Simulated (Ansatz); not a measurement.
Cost and result up the ladder for cyclo-(Me2SnS)3 (C₆H₁₈S₃Sn₃) (30 atoms). Charge 0, multiplicity 1. Geometry: PBE-D4/def2-SVP.

```xyz
30

Sn    0.664    1.653    1.449
C     0.167    3.110   -0.077
C     1.011    2.471    3.424
S     2.728    0.468    0.848
Sn    1.807   -1.215   -0.682
C     1.004   -2.886    0.443
C     3.408   -1.709   -2.054
S     0.055   -0.197   -2.083
Sn   -1.881   -0.323   -0.578
C    -3.212    1.253   -1.242
C    -2.749   -2.312   -0.609
S    -1.175    0.042    1.744
H    -0.813    3.569    0.154
H     0.136    2.586   -1.051
H     0.953    3.890   -0.094
H     0.119    3.038    3.751
H     1.892    3.141    3.394
H     1.203    1.639    4.127
H     0.446   -3.557   -0.238
H     0.334   -2.477    1.222
H     1.841   -3.436    0.914
H     4.272   -2.102   -1.484
H     3.054   -2.472   -2.774
H     3.708   -0.794   -2.597
H    -4.080    1.311   -0.558
H    -2.663    2.213   -1.231
H    -3.558    1.036   -2.271
H    -2.636   -2.734   -1.625
H    -3.822   -2.258   -0.342
H    -2.214   -2.946    0.122
```

Ansatz on 2 threads of AMD EPYC 7R13 on a shared host and a share (18 GiB) of an NVIDIA H100 80GB HBM3. Times are rough, and most runs start from the orbitals of an earlier one. PBE0-D4/def2-TZVP serves as the yardstick here, not as an exact answer. Differences are given only for rows in sets of like size (and for xTB, whose basis is part of the method), since another set adds its own error. Binding counts from free atoms at the same level (Sn triplet, C triplet, S triplet, H doublet; other spins of the atoms weren't run), without zero-point energy or a counterpoise term.

In the def2 sets Sn takes a core potential; there is no spin–orbit coupling. Correlated methods freeze 33 core orbitals; core or outer-core shells of Sn are correlated, in sets that lack core-valence functions. The rows differ in basis, and correlated rows in double-zeta sets carry the largest basis error. Single mean-field runs in def2-TZVP are fitted with def2-universal-jkfit.

Correlated methods converge slowly with the basis, most of all in double-zeta sets.

```
                            level  functions  binding energy per atom (eV)  difference from PBE0-D4/def2-TZVP (eV)
            LDA (SPW92)/def2-TZVP        555                          4.19                                    0.48
                 PBE-D4/def2-TZVP        555                          3.75                                    0.04
                PBE0-D4/def2-TZVP        555                          3.71                                    0.00
   B97M-V/def2-TZVP (with forces)        555                          3.72                                    0.01
                 PBE0-D4/def2-SVP        306                          3.71                                       –
                  PBE-D4/def2-SVP        306                          3.75                                       –
r2SCAN-D4/def2-TZVP (with forces)        555                          3.71                                    0.00
                    MP2/def2-TZVP        555                          3.60                                   -0.11
                 CCSD(T)/def2-SVP        306                          3.49                                       –
```

Question: Estimate how long each takes.

Answer: PBE-D4/def2-TZVP 9 s; PBE0-D4/def2-TZVP 11 s; r2SCAN-D4/def2-TZVP (with forces) 11 s; PBE0-D4/def2-SVP 13 s; PBE-D4/def2-SVP 13 s; LDA (SPW92)/def2-TZVP 14 s; B97M-V/def2-TZVP (with forces) 17 s; MP2/def2-TZVP 17 s; CCSD(T)/def2-SVP 78 s. On shared hardware such times vary by a factor of up to 3.
